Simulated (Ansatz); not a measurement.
`C[O][Ta](=[NH])([NH2])[NH2]` at its PBE0-D4/def2-TZVP geometry, where that method's forces vanish. Charge 0, multiplicity 1. Ta takes the def2 core potential.

| atom | x (Å) | y (Å) | z (Å) |
| --- | --- | --- | --- |
| C1 | 1.2350 | -0.7016 | -2.1189 |
| O2 | 0.8014 | -0.0269 | -0.9804 |
| Ta3 | -0.3567 | 0.1033 | 0.5212 |
| N4 | -1.5183 | -1.2256 | 0.6849 |
| N5 | -1.4459 | 1.7664 | 0.3452 |
| N6 | 0.7473 | 0.0769 | 2.1836 |
| H7 | 2.2913 | -0.9717 | -2.0164 |
| H8 | 1.1272 | -0.0600 | -2.9998 |
| H9 | 0.6565 | -1.6166 | -2.2823 |
| H10 | -2.1248 | -2.0273 | 0.6714 |
| H11 | -2.4489 | 1.8125 | 0.4257 |
| H12 | -1.0671 | 2.6933 | 0.2147 |
| H13 | 1.5130 | 0.7058 | 2.3780 |
| H14 | 0.5901 | -0.5286 | 2.9732 |

**Question.** For each bond, give half the difference of the two atoms' forces along it (eV/Å; positive pushes the atoms apart) under PBE-D4, r2SCAN-D4, B3LYP-D4, ωB97M-V in def2-TZVPP. (Best estimate.)

**Answer.** The calculation gave: 
```tsv
bond	length (Å)	PBE-D4	r2SCAN-D4	B3LYP-D4	ωB97M-V
C1–O2	1.393	0.18	0.24	0.24	0.35
C1–H7	1.095	0.09	-0.06	-0.10	-0.14
C1–H8	1.095	0.09	-0.06	-0.10	-0.14
C1–H9	1.095	0.08	-0.06	-0.08	-0.11
O2–Ta3	1.901	-0.08	-0.09	-0.04	-0.07
Ta3–N4	1.773	0.37	0.28	0.29	-0.14
Ta3–N5	1.996	-0.15	-0.02	0.07	0.06
Ta3–N6	1.996	-0.15	-0.02	0.07	0.06
N4–H10	1.005	0.03	-0.13	-0.22	0.02
N5–H11	1.007	0.21	0.01	-0.04	-0.01
N5–H12	1.010	0.22	0.01	-0.05	-0.04
N6–H13	1.010	0.22	0.01	-0.05	-0.04
N6–H14	1.007	0.21	0.01	-0.04	-0.01
```

B3LYP here is the variant with VWN-RPA as its local correlation; programs differ in this.

Computed with Ansatz.
